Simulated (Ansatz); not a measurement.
A run for Ansatz (a program for electronic structure): U-BLYP/def2-TZVPPD on H (SMILES [H]). The basis file is the Basis Set Exchange's JSON of that set.

Ansatz 0.2 input:
```yaml
crystal:
  periodic: [false, false, false]
  atoms:
    - {symbol: H, position_ang: [0.00000000, 0.00000000, 0.00000000]}
basis:
  gaussian:
    orbitals: def2-TZVPPD.json
hamiltonian:
  xc: {name: BLYP}
magnetization: {spin_polarized: true, initial_magnetization: 1}
```

Output:

```
WARN ansatz: RAYON_NUM_THREADS=1 ignored (pool sized by the plan → 1); use --threads N
Functional definition: BLYP
integrals: 0.00 GiB planned
59 factors; their error is unknown
mean field: 0.04 GiB planned
mean field evaluation 1: about -13.5339 eV, gradient 6.5e-1 eV
mean field evaluation 2: about -13.5391 eV, gradient 9.9e-2 eV
mean field evaluation 4: about -13.5389 eV, gradient 4.6e-4 eV
mean field evaluation 8: about -13.5389 eV, gradient 6.5e-6 eV
mean field -13.53893458 eV, -0.4975466686 hartree, gradient 6.5e-6 eV, S^2 0.750000; 0 other end points of the search recorded, 0 dependent functions left out
reference -13.53908557 eV, -0.4975522174 hartree; 1, 0 occupied and 16, 17 virtual orbitals, 59 factors
Total energy: -13.53908557 eV, -0.4975522174 hartree
```

Self-consistency was reached.

Cost: about 0.21 core-seconds (a rough figure).
